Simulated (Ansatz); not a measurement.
[VO3(OH)]2- (VO4H²⁻), relaxed as a singlet with RKS PBE0-D4/def2-SVPD in Ansatz, starting from the GFN2-xTB (ALPB water) geometry. Force threshold 0.02 eV/Å.

A multiply charged anion in the gas phase is held together partly by the finite basis. The highest occupied level of the charge -2 singlet lies above zero (up to 3.10 eV). The electron is either unbound and held by the finite basis, or the level is raised by self-interaction error. The relaxation made no stability test and no search for a lower SCF solution.

Start:

```xyz
6

V    -0.318    0.336   -0.018
O    -1.882    0.309    0.241
O     0.418    1.319    0.989
O     0.015    0.747   -1.516
O     0.412   -1.385    0.253
H     1.355   -1.327    0.052
```

**Question.** Estimate the energy that the relaxation releases and the steps that it takes.

**Answer.** 51.4 kJ/mol, in 21 steps; 44 s on 4 threads of Arm Neoverse V2 on a shared host. The force fell under the threshold at step 5, but the optimiser went on and released 0.016 eV more. No frequencies were taken in this run, so the end may be a saddle point.

**Question.** Does the start keep its bonding?

**Answer.** By distances, no bond broke or formed. The bond that changes most is V1–O4, from 1.59 to 1.67 Å (atoms count from 1).

**Question.** Predict the relaxed structure.

**Answer.** 
Cartesian coordinates in Å:
```
V -0.264 0.387 0.063
O -1.909 0.192 0.208
O 0.308 1.547 1.108
O 0.210 0.659 -1.514
O 0.601 -1.309 0.484
H 1.052 -1.476 -0.349
```
Bond lengths: 4 × O–V 1.66 to 1.95 Å; 1 × H–O 0.96 Å.
